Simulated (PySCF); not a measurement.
# Functional dependence of a UV spectrum

Species: aluminum trichloride, AlCl₃.
SMILES with atom numbers: `[Cl:1][Al:2]([Cl:3])[Cl:4]`

Linear-response calculations in the def2-SVPD basis (PySCF; singlets by full response, triplets Tamm–Dancoff, core orbitals frozen in the response; HF means time-dependent Hartree–Fock). 'Strongest' is the level of largest summed f among the singlets computed (10 roots, of which the last may lack a degenerate partner); it can jump between rows when another state enters that window. S1 is the lowest singlet of each run and needn't be the same state throughout; f(S1) is that of one state. Isolated species at its PBE0-D3(BJ)/def2-SVP geometry, gas phase.

| functional | kind | S1 (eV) | f(S1) | strongest (eV) | T1 (eV) | HOMO (eV) | gap (eV) | ionisation energy, ΔSCF (eV) |
| --- | --- | --- | --- | --- | --- | --- | --- | --- |
| LDA | LDA | 5.66 | 0.000 | 6.74 | 5.47 | -8.20 | 5.55 | 11.12 |
| PBE | GGA | 5.77 | 0.000 | 6.86 | 5.56 | -8.09 | 5.67 | 10.96 |
| B3LYP | global hybrid, 20% exact exchange | 6.27 | 0.000 | 7.37 | 6.03 | -9.18 | 7.32 | 11.40 |
| PBE0 | global hybrid, 25% exact exchange | 6.54 | 0.000 | 7.59 | 6.28 | -9.50 | 7.89 | 11.54 |
| BHandHLYP | global hybrid, 50% exact exchange | 7.06 | 0.000 | 8.15 | 6.78 | -10.72 | 9.83 | 11.90 |
| CAM-B3LYP | range-separated hybrid | 6.73 | 0.000 | 7.83 | 6.46 | -10.83 | 10.06 | 11.86 |
| LC-wPBE | range-separated hybrid | 7.42 | 0.000 | 8.42 | 7.09 | -12.31 | 12.64 | 12.37 |
| HF | Hartree–Fock | 8.24 | 0.000 | 9.31 | 7.85 | -12.76 | 13.53 | not settled |

What does wB97X-D (range-separated hybrid) give?

S1 (eV) 6.88, f(S1) 0.000, strongest (eV) 7.94, T1 (eV) 6.62, HOMO (eV) -11.36, gap (eV) 11.40, ionisation energy, ΔSCF (eV) 11.86. S1 runs from 5.66 eV (LDA) to 8.24 eV (HF), a spread of 2.58 eV, while the orbital gap spreads over 8.0 eV. Along PBE (0%), B3LYP (20%), PBE0 (25%), BHandHLYP (50%), HF (100%) S1 rises with the share of exact exchange. −ε(HOMO) comes closest to its own ΔSCF ionisation energy with LC-wPBE (-0.06 eV) and misses most with LDA (-2.92 eV). 'Not settled' means that the ion's SCF failed to converge or may have ended in another state than the lowest.
